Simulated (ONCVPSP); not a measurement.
zirconium (Zr), ONCV: configuration errors across variants

Zr (Z = 40), optimised norm-conserving Vanderbilt (ONCV), made with ONCVPSP 4.0.1 (PBE, scalar-relativistic). Core [Ar] 3d10 4s2, reference 4p6 4d2 5s1.75 5p0.25. Waves: 5s: rc 3.25 bohr, ncon 4, nbas 8, qcut 2 1/bohr, 2 projectors, debl 0.7 Ha; 4p+5p: rc 2.35 bohr, ncon 4, nbas 7, qcut 5.5 1/bohr, 3 projectors, debl 2.1 Ha; 4d: rc 2.00 bohr, ncon 4, nbas 9, qcut 4.4 1/bohr, 1 projector. Local part: polynomial inside 1.75 bohr (lpopt 5, dvloc0 0 Ha). Core correction: none.

All-electron excitation energies from the reference (eV): (1) 4p6 4d2 5s2 5p0 -0.747; (2) 4p6 4d2 5s1 5p0 6.391; (3) 4p6 4d2 5s0 5p0 19.331; (4) 4p6 4d3 5s1 5p0 0.448.

1 further variants failed, have other tests or too few solved ones, and are left out.

A true bound ghost makes a file unfit for plane-wave use even where its test errors are small: the radial tests pick states by their node count and pass the ghost by.

Errors AE − PS in meV (a dash: test not solved or not reliable):

| change | (1) | (2) | (3) | (4) | bound ghosts | GHOST(+) flags above zero |
| --- | --- | --- | --- | --- | --- | --- |
| base | -0.1 | -2.0 | -2.8 | -13 | s | none |
| s: nproj 1 | -0.1 | -0.5 | -2.7 | -12 | s | none |
| d: qcut 5.7 | -0.2 | -2.3 | -4.3 | -15 | s | none |
| p: debl 0.45 | -0.1 | -2.0 | -2.8 | -13 | s | none |
| local potential polynomial inside 1.95 bohr (lpopt 5, dvloc0 1 Ha) | -0.1 | -1.6 | -2.9 | -13 | none | s |
| all radii scaled by about 0.90 (s 2.94, p 2.12, d 1.80 bohr); local potential polynomial inside 1.58 bohr (lpopt 5, dvloc0 0 Ha) | -0.1 | -2.2 | -1.0 | -19 | s | none |

Question: Give the same row for: p: rc 1.78.

Answer: -0.1, -2.1, -3.0, -13; bound ghosts: s; GHOST(+) flags above zero: none.
